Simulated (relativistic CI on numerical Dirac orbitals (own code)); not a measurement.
**The 5d ions of charge 2+**

Method of calculation: Dirac-Coulomb-Breit CI, separate exchange-only KLI orbitals for each configuration, a model potential for QED, valence Slater integrals scaled by 0.75 (own radial code, finite nucleus).

Each species is treated in one configuration, given outside its closed core, with all valence electrons in the open shell. Radial values are for the open shell of highest l, unscaled and averaged over j; ζ includes the Breit term. Labels give the leading LS character, summed over repeated terms.

```tsv
Ion	Configuration	Its lowest level	LS weight (%)	Next level	E (cm⁻¹)	⟨r⟩ (bohr)	⟨r²⟩ (bohr²)	g_J	g√(J(J+1))
Lu²⁺	5d	²D3/2	100	²D5/2	2100.5	2.244	5.933	0.799	1.55
Hf²⁺	5d²	³F2	95	³F3	2233	2.107	5.222	0.682	1.67
Ta²⁺	5d³	⁴F3/2	94	⁴F5/2	1847.3	1.982	4.609	0.427	0.83
W²⁺	5d⁴	⁵D0	81	⁵D1	1426.1	1.873	4.108		0.00
Re²⁺	5d⁵	⁶S5/2	92	J = 5/2 (mixed)	14138	1.777	3.696	1.965	5.81
Os²⁺	5d⁶	⁵D4	86	⁵D3	4037.1	1.693	3.352	1.460	6.53
Ir²⁺	5d⁷	⁴F9/2	85	⁴F7/2	6855.4	1.619	3.061	1.299	6.46
Pt²⁺	5d⁸	³F4	96	J = 2 (mixed)	6391.1	1.552	2.812	1.240	5.54
Au²⁺	5d⁹	²D5/2	100	²D3/2	12024	1.492	2.596	1.200	3.55
```

NIST ASD lists another ground level for Lu²⁺ (2S1/2).

With one configuration, terms of near-neutral atoms and ions can be 10 to 25 % off, and close levels can change places.
